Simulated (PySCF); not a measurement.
Correlation energy of Rh (rhodium, neutral)

[Kr] 4d8 5p1, one real determinant (an excited configuration). Calculation: PySCF 2.14, in aug-cc-pVTZ-DK; the spin-free X2C one-electron Hamiltonian (Gaussian nucleus). Frozen: [Kr]; 9 electrons correlated.

```json
{"level": "CCSD", "correlation energy (mhartree)": "-231.57"}
{"level": "(T)", "correlation energy (mhartree)": "-10.35"}
{"level": "CCSD(T)", "correlation energy (mhartree)": "-241.92"}
```

Diagnostics: T1 = 0.029, D1 = 0.1182, largest double amplitude 0.036.

The real determinant used has ⟨L²⟩ near 14 against 20 for a pure G term, so it mixes terms.

Cost of the coupled-cluster step: roughly 40 core-seconds, for 9 correlated electrons.

Iterations:

```
CC2 = 0
CCSD nocc = (np.int64(6), np.int64(3)), nmo = (84, 84)
frozen orbitals [[0, 1, 2, 3, 4, 5, 6, 7, 8, 9, 10, 11, 12, 13, 14, 15, 16, 17], [0, 1, 2, 3, 4, 5, 6, 7, 8, 9, 10, 11, 12, 13, 14, 15, 16, 17]]
max_cycle = 100
direct = 0
conv_tol = 1e-08
conv_tol_normt = 1e-06
diis_space = 8
diis_start_cycle = 0
Init t2, MP2 energy = -0.234226531714967
Init E_corr(UCCSD) = -0.234226531718994
cycle = 1  E_corr(UCCSD) = -0.226935848719345  dE = 0.007290683  norm(t1,t2) = 0.0607659
cycle = 2  E_corr(UCCSD) = -0.229716977334227  dE = -0.00278112861  norm(t1,t2) = 0.0306258
cycle = 3  E_corr(UCCSD) = -0.230801254557314  dE = -0.00108427722  norm(t1,t2) = 0.0203556
cycle = 4  E_corr(UCCSD) = -0.231512355614411  dE = -0.000711101057  norm(t1,t2) = 0.00719222
cycle = 5  E_corr(UCCSD) = -0.231467248017992  dE = 4.51075964e-05  norm(t1,t2) = 0.00307763
cycle = 6  E_corr(UCCSD) = -0.231522754362776  dE = -5.55063448e-05  norm(t1,t2) = 0.00189846
cycle = 7  E_corr(UCCSD) = -0.231568517855564  dE = -4.57634928e-05  norm(t1,t2) = 0.00104898
cycle = 8  E_corr(UCCSD) = -0.231571079475446  dE = -2.56161988e-06  norm(t1,t2) = 0.000643807
cycle = 9  E_corr(UCCSD) = -0.231568530508529  dE = 2.54896692e-06  norm(t1,t2) = 0.000397076
cycle = 10  E_corr(UCCSD) = -0.231568280058659  dE = 2.5044987e-07  norm(t1,t2) = 0.000226505
cycle = 11  E_corr(UCCSD) = -0.231569135075523  dE = -8.55016865e-07  norm(t1,t2) = 0.000188535
cycle = 12  E_corr(UCCSD) = -0.231568999383435  dE = 1.35692088e-07  norm(t1,t2) = 0.000316498
cycle = 13  E_corr(UCCSD) = -0.231567799455514  dE = 1.19992792e-06  norm(t1,t2) = 0.000134034
cycle = 14  E_corr(UCCSD) = -0.231568503819537  dE = -7.04364023e-07  norm(t1,t2) = 7.33521e-05
cycle = 15  E_corr(UCCSD) = -0.231568995917747  dE = -4.9209821e-07  norm(t1,t2) = 3.3527e-05
cycle = 16  E_corr(UCCSD) = -0.231569285619506  dE = -2.89701759e-07  norm(t1,t2) = 1.98744e-05
cycle = 17  E_corr(UCCSD) = -0.231569384018311  dE = -9.83988052e-08  norm(t1,t2) = 1.16668e-05
cycle = 18  E_corr(UCCSD) = -0.231569330283386  dE = 5.37349249e-08  norm(t1,t2) = 6.39411e-06
cycle = 19  E_corr(UCCSD) = -0.231569342207549  dE = -1.19241629e-08  norm(t1,t2) = 3.14924e-06
cycle = 20  E_corr(UCCSD) = -0.231569401187824  dE = -5.89802754e-08  norm(t1,t2) = 1.85611e-06
cycle = 21  E_corr(UCCSD) = -0.231569413058734  dE = -1.18709093e-08  norm(t1,t2) = 1.55935e-06
cycle = 22  E_corr(UCCSD) = -0.231569415458298  dE = -2.39956385e-09  norm(t1,t2) = 2.47733e-06
cycle = 23  E_corr(UCCSD) = -0.231569441341311  dE = -2.5883013e-08  norm(t1,t2) = 1.04383e-06
cycle = 24  E_corr(UCCSD) = -0.231569446246666  dE = -4.9053557e-09  norm(t1,t2) = 4.64142e-07
UCCSD converged
E(UCCSD) = -4781.166057141861  E_corr = -0.2315694462466663
UCCSD(T) correction = -0.0103492577860554
```

The reference is one real determinant that mixes LS terms of this configuration.
